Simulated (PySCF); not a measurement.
Predicted microwave data (PBE0-D3(BJ)/def2-SVP geometry optimisation, gas phase in PySCF) for one isomer of C2H4BF3S:

| Quantity | Value |
| --- | --- |
| Rotational constants | A = 3680, B = 1273, C = 1081 MHz |
| Dipole components | \|μa\| = 0.19 D, \|μb\| = 0.03 D, \|μc\| = 0.23 D |
| Inertial defect | -66.81 u·Å² |
| κ | -0.85 |

Problem. Which structure is it? (One computed conformer of each.)
A. `[F:1][CH2:2][S:3][CH2:4][B:5]([F:6])[F:7]` with F1–C2–S3–C4 70°, C2–S3–C4–B5 81°, S3–C4–B5–F6 89°
B. `[CH3:1][BH:2][S:3][C:4]([F:5])([F:6])[F:7]` with C1–B2–S3–C4 180°

Solution. A. It is FCSCB(F)F, an asymmetric top, point group C1. The candidates at the same level (rigid rotor, commonest isotopes):

```json
{"SMILES": "FCSCB(F)F", "A (MHz)": "3680", "B (MHz)": "1273", "C (MHz)": "1081", "μa (D)": "0.19", "μb (D)": "0.03", "μc (D)": "0.23", "Δ (u·Å²)": "-66.81", "point group": "C1", "rotor": "asymmetric top"}
{"SMILES": "CBSC(F)(F)F", "A (MHz)": "4404", "B (MHz)": "1266", "C (MHz)": "1193", "μa (D)": "1.81", "μb (D)": "0.11", "μc (D)": "0.00", "Δ (u·Å²)": "-90.35", "point group": "Cs", "rotor": "near-prolate asymmetric top"}
```

`CBSC(F)(F)F` has A 20 % too high. No structure here is proved a minimum.
